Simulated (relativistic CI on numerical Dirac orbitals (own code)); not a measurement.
# Radial parameters of Ta25+

Calculated at this level of theory: Dirac-Coulomb-Breit CI, separate exchange-only KLI orbitals for each configuration, model QED (radiative potential, 1s self-energy scaled to tabulated hydrogen-like ionisation energies), unscaled Slater integrals (own radial code, finite nucleus).

Slater integrals F^k, G^k are unscaled and averaged over j, outside the closed core [Ar] 3d10; ζ comes from projecting the Hamiltonian with its Breit term on Σ l·s of the shell.

- 4s2 4p6 4d10 4f2: F^2(4f,4f) = 227740, F^4(4f,4f) = 148130, F^6(4f,4f) = 108220, ζ(4f) = 7251.4 cm⁻¹; <r>(4f) = 0.458, <r^2>(4f) = 0.241 (bohr units).
- 4s2 4p6 4d10 4f 5s: ζ(4f) = 7456.1, G^3(4f,5s) = 32492 cm⁻¹; <r>(4f) = 0.4535, <r^2>(4f) = 0.2362, <r>(5s) = 0.8152, <r^2>(5s) = 0.7403 (bohr units).
- 4s2 4p6 4d9 4f3: ζ(4d) = 45776, F^2(4f,4f) = 227400, F^4(4f,4f) = 147890, F^6(4f,4f) = 108040, F^2(4d,4f) = 213010, F^4(4d,4f) = 138920, G^1(4d,4f) = 231340, G^3(4d,4f) = 155440, G^5(4d,4f) = 113000, ζ(4f) = 7179.8 cm⁻¹; <r>(4d) = 0.4688, <r^2>(4d) = 0.2516, <r>(4f) = 0.4586, <r^2>(4f) = 0.2416 (bohr units).

Averages of the first 10 configurations, taken without configuration mixing, which lowers the lowest level and can move excited configurations by several eV; other configurations of the list can lie among them:

```
     Configuration  Parity  States  Average energy above the lowest level (eV)
  4s2 4p6 4d10 4f2    even      91                                         6.4
4s2 4p6 4d10 4f 5s     odd      28                                       116.4
   4s2 4p6 4d9 4f3     odd    3640                                       212.9
  4s2 4p6 4d10 5s2    even       1                                       236.4
4s2 4p6 4d10 4f 5p    even      84                                       174.2
4s2 4p6 4d10 5s 5p     odd      12                                       291.4
  4s2 4p5 4d10 4f3    even    2184                                       418.2
4s2 4p6 4d10 4f 5d     odd     140                                       252.3
  4s2 4p6 4d10 5p2    even      15                                       351.9
4s2 4p6 4d10 5s 5d    even      20                                       371.9
```
